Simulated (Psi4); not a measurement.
Ir (SMILES [Ir]), quartet (core potentials on Ir); PBE/def2-SVP run with Psi4.

Input for Psi4:
```
memory 2 GB

molecule mol {
0 4
Ir    0.000000    0.000000    0.000000
}

set {
  basis def2-svp
  reference uks
}

energy('pbe')
print_variables()
```

Output, abridged:

```
   => Loading Basis Set <=

    Name: DEF2-SVP
    Role: ORBITAL
    Keyword: BASIS

    !!!  WARNING: ECP capability is in beta. Please check occupations closely.  !!!

         ---------------------------------------------------------
                                   SCF
               by Justin Turney, Rob Parrish, Andy Simmonett
                          and Daniel G. A. Smith
                              UKS Reference
         ---------------------------------------------------------

  ==> Geometry <==

    Molecular point group: d2h
    Geometry (in Angstrom), charge = 0, multiplicity = 4:

       Center              X                  Y                   Z               Mass
    ------------   -----------------  -----------------  -----------------  -----------------
         IR           0.000000000000     0.000000000000     0.000000000000   192.962921600000

  Running in d2h symmetry.

  Rotational constants: A = ************  B = ************  C = ************ [cm^-1]
  Rotational constants: A = ************  B = ************  C = ************ [MHz]
  Nuclear repulsion =    0.000000000000000

  Charge       = 0
  Multiplicity = 4
  Electrons    = 17
  Nalpha       = 10
  Nbeta        = 7

  ==> Algorithm <==

  SCF Algorithm Type is DF.
  DIIS enabled.
  MOM disabled.
  Fractional occupation disabled.
  Guess Type is CORE.
  Energy threshold   = 1.00e-06
  Density threshold  = 1.00e-06
  Integral threshold = 1.00e-12

  ==> Primary Basis <==

  Basis Set: DEF2-SVP
    Blend: DEF2-SVP
    Number of shells: 12
    Number of basis functions: 32
    Number of Cartesian functions: 37
    Spherical Harmonics?: true
    Max angular momentum: 3

  Core potential: DEF2-SVP
    Number of shells: 4
    Number of ECP primitives: 10
    Number of ECP core electrons: 60
    Max angular momentum: 3

  ==> DFT Potential <==

   => LibXC <=

    Version 7.1.2
    S. Lehtola, C. Steigemann, M. J. T. Oliveira, and M. A. L. Marques,  SoftwareX 7, 1–5 (2018) (10.1016/j.softx.2017.11.002)

   => Composite Functional: PBE <=

    PBE GGA Exchange-Correlation Functional

    J.P. Perdew et. al., Phys. Rev. Lett., 77(18), 3865-3868, 1996

    Deriv               =              1
    GGA                 =           TRUE
    Meta                =          FALSE

    Exchange Hybrid     =          FALSE
    MP2 Hybrid          =          FALSE

   => Exchange Functionals <=

    1.0000     XC_GGA_X_PBE

   => Correlation Functionals <=

    1.0000     XC_GGA_C_PBE

   => LibXC Density Thresholds  <==

    XC_GGA_C_PBE:  1.00E-12
    XC_GGA_X_PBE:  1.00E-15

   => Molecular Quadrature <=

    Radial Scheme          =       TREUTLER
    Pruning Scheme         =           NONE
    Nuclear Scheme         =       TREUTLER

    Blocking Scheme        =         OCTREE
    BS radius alpha        =              1
    Pruning alpha          =              1
    Radial Points          =             75
    Spherical Points       =            302
    Total Points           =          20832
    Total Blocks           =            228
    Max Points             =            255
    Max Functions          =             32
    Weights Tolerance      =       1.00E-15

   => Loading Basis Set <=

    Name: (DEF2-SVP AUX)
    Role: JKFIT
    Keyword: DF_BASIS_SCF

  ==> Integral Setup <==

  SCF_SUBTYPE=INCORE selected. In-core MEM_DF algorithm will be used.
  Using in-core AOs.

  ==> MemDFJK: Density-Fitted J/K Matrices <==

    J tasked:                   Yes
    K tasked:                    No
    wK tasked:                   No
    Algorithm:                 Core
    Schwarz Cutoff:           1E-12
    Mask sparsity (%):       0.0000
    Fitting Condition:        1E-10

   => Auxiliary Basis Set <=

  Basis Set: (DEF2-SVP AUX)
    Blend: DEF2-UNIVERSAL-JKFIT
    Number of shells: 45
    Number of basis functions: 227
    Number of Cartesian functions: 341
    Spherical Harmonics?: true
    Max angular momentum: 6

[...]
    SOCC [     1,    1,    1,    0,    0,    0,    0,    0 ]
    NA   [     4,    1,    1,    1,    0,    1,    1,    1 ]
    NB   [     3,    0,    0,    1,    0,    1,    1,    1 ]

   @DF-UKS iter  14:  -104.23443455168611   -1.10439e-03   1.55119e-02 DIIS/ADIIS
   @DF-UKS iter  15:  -104.26482154437277   -3.03870e-02   1.21425e-03 DIIS/ADIIS
   @DF-UKS iter  16:  -104.26446622298543    3.55321e-04   2.42594e-03 DIIS/ADIIS
   @DF-UKS iter  17:  -104.26501118837014   -5.44965e-04   8.65002e-04 DIIS/ADIIS
   @DF-UKS iter  18:  -104.26474685290704    2.64335e-04   1.95373e-03 DIIS/ADIIS
   @DF-UKS iter  19:  -104.26517700071734   -4.30148e-04   6.40696e-05 DIIS
   @DF-UKS iter  20:  -104.26517767974477   -6.79027e-07   2.77525e-05 DIIS
   @DF-UKS iter  21:  -104.26517775168134   -7.19366e-08   9.84677e-06 DIIS
   @DF-UKS iter  22:  -104.26517776192716   -1.02458e-08   1.67792e-06 DIIS
   @DF-UKS iter  23:  -104.26517776223700   -3.09839e-10   1.61012e-07 DIIS
  Energy and wave function converged.

  ==> Post-Iterations <==

   Electrons on quadrature grid:
      Nalpha   =   10.0000000000 ; deviation = 0.000e+00
      Nbeta    =    7.0000000000 ; deviation = 4.441e-15
      Ntotal   =   17.0000000000 ; deviation = 4.441e-15

   @Spin Contamination Metric:   3.586227795E-03
   @S^2 Expected:                3.750000000E+00
   @S^2 Observed:                3.753586228E+00
   @S   Expected:                1.500000000E+00
   @S   Observed:                1.500000000E+00

    Orbital Energies [Eh]
    ---------------------

    Alpha Occupied:

[...]
       4Ag    -0.232302

    Alpha Virtual:

[...]
      10Ag   359.073247

    Beta Occupied:

[...]
       3Ag    -0.198912

    Beta Virtual:

[...]
      10Ag   359.085987

    Final Occupation by Irrep:
             Ag   B1g   B2g   B3g    Au   B1u   B2u   B3u
    DOCC [     3,    0,    0,    1,    0,    1,    1,    1 ]
    SOCC [     1,    1,    1,    0,    0,    0,    0,    0 ]
    NA   [     4,    1,    1,    1,    0,    1,    1,    1 ]
    NB   [     3,    0,    0,    1,    0,    1,    1,    1 ]

  @DF-UKS Final Energy:  -104.26517776223700

   => Energetics <=

    Nuclear Repulsion Energy =              0.0000000000000000
    One-Electron Energy =                -179.9783716940469276
    Two-Electron Energy =                  86.1940257772007499
    DFT Exchange-Correlation Energy =     -10.4808318453908207
    Empirical Dispersion Energy =           0.0000000000000000
    VV10 Nonlocal Energy =                  0.0000000000000000
    Total Energy =                       -104.2651777622370020

  UHF NO Occupations:
  HONO-2 :    1B1g 1.0000000
  HONO-1 :    4 Ag 1.0000000
  HONO-0 :    1B2g 1.0000000
  LUNO+0 :    5 Ag 0.0013935
  LUNO+1 :    2B3g 0.0001411
  LUNO+2 :    6 Ag 0.0001266
  LUNO+3 :    2B2u 0.0000626

Computation Completed

Properties will be evaluated at   0.000000,   0.000000,   0.000000 [a0]

Properties computed using the SCF density matrix

 Multipole Moments:

 ------------------------------------------------------------------------------------
     Multipole            Electronic (a.u.)      Nuclear  (a.u.)        Total (a.u.)
 ------------------------------------------------------------------------------------

 L = 1.  Multiply by 2.5417464519 to convert [e a0] to [Debye]
 Dipole X            :          0.0000000            0.0000000            0.0000000
 Dipole Y            :          0.0000000            0.0000000            0.0000000
 Dipole Z            :          0.0000000            0.0000000            0.0000000
 Magnitude           :                                                    0.0000000

 ------------------------------------------------------------------------------------

  Variable Map:
  ----------------------------------------------------------------------------
[...]
  Array Variable Map:
  ----------------------------------------------------------------------------
[...]
[...]
```
